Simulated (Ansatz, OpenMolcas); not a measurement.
**How basis sets differ on SiAsNH6 (SMILES N[AsH][SiH3])**

SiAsNH6: 9 atoms, total charge 0, spin state singlet. As SMILES, `N[AsH][SiH3]`. Geometry: relaxed at PBE0-D4/def2-TZVP. This is one conformer, not always the lowest.

Each level gives the HOMO–LUMO gap (eV). The values are calculated.

```
               level          kind     program  value (eV)  CPU time
HF/ANO-RCC-MB (DKH2)  Hartree–Fock  OpenMolcas       14.01     8.3 s
           HF/STO-3G  Hartree–Fock      Ansatz       16.50     2.1 s
            HF/3-21G  Hartree–Fock  OpenMolcas       12.79     2.9 s
         HF/def2-SVP  Hartree–Fock      Ansatz       12.87     8.4 s
         HF/6-311G**  Hartree–Fock      Ansatz       12.37     8.7 s
        HF/def2-TZVP  Hartree–Fock      Ansatz       12.27      19 s
```

All-electron rows without a relativistic Hamiltonian named are non-relativistic. The values span 12.27 to 16.50 eV. A Hartree–Fock LUMO above zero doesn't converge with the basis: it sinks as sets grow more diffuse. Orbital gaps aren't excitation energies. CPU times are rough (shared hosts, several kinds of processor and program).
